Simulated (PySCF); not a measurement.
# MTi cations for M along the halogens

PBE0 with triple-zeta basis sets in PySCF, for the lowest determinant that a PBE0 search found; no spin–orbit coupling. De refers to high-spin ground-configuration atoms (the charge goes to the atom of lower measured ionisation energy or higher electron affinity, which is not always the lowest computed limit). A positive dipole points towards Ti; it is taken about the centre of mass and depends on that origin.

| M | basis | charged atom | state (unpaired electrons) | Re (Å) | ωe (cm⁻¹) | De (eV) | μ (D) |
| --- | --- | --- | --- | --- | --- | --- | --- |
| F | def2-TZVPPD | Ti+ | triplet (δ ↑↑) | 1.716 | 816 | n/a | 6.16 |
| Cl | def2-TZVPPD | Ti+ | triplet (π ↑, δ ↑) | 2.179 | 485 | n/a | 7.72 |
| Br | def2-TZVPPD | Ti+ | triplet (σ ↑, δ ↑) | 2.290 | 368 | n/a | 9.17 |

The shortest bond is that of TiF⁺ (1.716 Å), the longest that of TiBr⁺ (2.290 Å).

The state changes along the series, so neighbouring rows are not always alike in their bonding.

De is left out where the level can put another filling of the metal’s s and d shells below the measured ground configuration, by anything from nothing to about 1 eV. Spin–orbit coupling is left out. The state is the lowest single determinant that the PBE0 search found; with open d or f shells the true ground state can be another one.
